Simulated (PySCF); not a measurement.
**Levels of Sm⁵⁹⁺ from EOM-EA-GCCSD**

Reference: closed-shell Sm⁶⁰⁺, 1s2; one electron is added. Calculated with PySCF 2.14, two-component X2C-1e with screened spin-orbit coupling, an uncontracted even-tempered set (16 s from 18 bohr⁻², ratio 2.6; 12 p from 24 bohr⁻², ratio 2.6; 6 d from 24 bohr⁻², ratio 2.8; 3 f from 1000 bohr⁻², ratio 2.8); frozen nothing; the 30 highest virtual spinors dropped; of the others 56 kept and the rest restored at second order. No Breit or QED terms. Binding energies in eV.

| level | Koopmans | second order | EOM-CCSD |
| --- | --- | --- | --- |
| 2s1/2 | 13276.3 | 13276.5 | 13276.5 |
| 2p1/2 | 13136.2 | 13136.6 | 13136.6 |
| 2p3/2 | 12438.5 | 12438.9 | 12438.9 |

Electric-dipole lines between these computed levels:

| lower | upper | ΔE (eV) | vacuum wavelength (nm) |
| --- | --- | --- | --- |
| 2s1/2 | 2p1/2 | 139.89 | 8.863 |
| 2s1/2 | 2p3/2 | 837.61 | 1.480 |

For comparison, the ionisation energy of Sm⁵⁹⁺ is 13262.85 ± 0.09 eV (theoretical estimate listed by NIST; NIST Atomic Spectra Database, ionization energies).

Only part of the computed levels is shown.
